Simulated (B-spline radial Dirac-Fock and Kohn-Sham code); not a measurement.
# Gd³⁷⁺: eigenvalues, ΔSCF and the reference

System: gadolinium as Gd³⁷⁺, [Ar] 3d9.

The density-functional columns are spherical, spin-unpolarised Dirac-Kohn-Sham results without Breit or QED terms: −ε is minus the orbital energy of the initial state and ΔSCF the difference of two total energies. The reference in the last column comes from Dirac-Fock (average of configuration) total-energy differences with a finite nucleus, the Breit interaction including its frequency dependence, and self-energy and vacuum-polarisation corrections. All numbers are from a radial B-spline solver, in eV; a selection of levels is shown. The Kohn-Sham columns are given as differences from the reference. For the 1s level of heavy atoms much of the gap between ΔSCF and the reference is the Breit and QED part, -215.5 eV here; for other levels the error of the functional can be larger.

```
level  LDA −ε − DF  LDA ΔSCF − DF  Dirac-Fock
    K       -283.2         +204.7     51926.6
   L1       -164.4          -53.5     10021.8
   L2       -126.3           +7.7      9581.4
   L3       -133.4          -10.4      8889.1
   M1        -84.0          -36.5      3402.6
   M2        -67.9          -18.2      3215.6
   M3        -67.4          -19.9      3062.6
 M4,5        -52.1           +1.0      2739.2
```

Values without a named source are computed, but for edge energies of neutral atoms, which are taken from tables.
